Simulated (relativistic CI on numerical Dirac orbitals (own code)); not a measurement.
**Hf3+: L2,3 absorption edge**

Computed with this model: Dirac-Coulomb-Breit CI, separate exchange-only KLI orbitals for each configuration, QED by a radiative potential, valence Slater integrals scaled by 0.8, multiplet model of core-to-valence dipole absorption; configurations [Xe] 4f14 5d → [He] 2s2 2p5 3s2 3p6 3d10 4s2 4p6 4d10 4f14 5s2 5p6 5d2; 300 K; Lorentzian 7.5 eV and Gaussian 1 eV FWHM. Energies are those of the free ion, without screening or charge transfer. The branching ratio is the share of the lower-energy edge in the whole absorption, uncertain by about 0.02 where the edges overlap. S is read from ⟨S²⟩ = S(S + 1).

Field parameters in Wybourne normalisation: Oh B⁴₀ = 21Dq, B⁴₄ = √(5/14) B⁴₀. The field is a parameter set, without covalency.

Computed curve for Oh, 10Dq = 42300 cm⁻¹, scaled to 100 at the maximum (points under 2 are left out and the grid is thinned):

```tsv
Energy (eV)	Intensity
9531.0	2.3
9532.5	2.6
9534.5	3.0
9536.0	3.4
9538.0	4.0
9539.5	4.6
9541.5	5.6
9543.0	6.6
9545.0	8.4
9546.5	10.3
9548.0	12.9
9550.0	18.2
9551.5	24.5
9553.5	38.4
9555.0	55.4
9557.0	84.3
9558.5	98.1
9560.0	99.7
9562.0	99.3
9563.5	94.5
9565.5	69.6
9567.0	49.0
9569.0	30.4
9570.5	22.1
9572.5	15.3
9574.0	12.0
9575.5	9.6
9577.5	7.4
9579.0	6.3
9581.0	5.1
9582.5	4.4
9584.5	3.7
9586.0	3.2
9588.0	2.8
9589.5	2.5
9591.0	2.3
10720.0	2.1
10721.5	2.4
10723.5	3.1
10725.0	3.7
10727.0	5.0
10728.5	6.5
10730.5	9.5
10732.0	13.3
10733.5	19.3
10735.5	30.6
10737.0	37.5
10739.0	38.1
10740.5	36.3
10742.5	33.8
10744.0	28.2
10745.5	20.7
10747.5	12.8
10749.0	9.2
10751.0	6.3
10752.5	4.9
10754.5	3.6
10756.0	3.0
10758.0	2.3
10759.5	2.0
```

The ground state has S = 0.50, and the centroid lies at 9884.75 eV.
